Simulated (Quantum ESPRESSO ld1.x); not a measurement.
These are the eigenvalues of the occupied orbitals of an atom or ion with whole-number occupations (hartree). Method: scalar-relativistic Kohn-Sham, exchange-only LDA, spin-polarised, spherical densities, point nucleus; computed with ld1.x of Quantum ESPRESSO 7.5.

orbital  eigenvalue
1s         -12.9468

Which element is it, and in what charge state? The configuration may be excited. Open shells, if any, are filled with parallel spins first.

Answer. Z = 6, carbon, charge +4: C4+ in [He]. The 1s level, -12.947 hartree, gives Z - s = 5.1 by -(Z - s)^2/2, which with screening and relativity narrows Z to a few neighbours, and with so few levels the electron count can be read from the list.
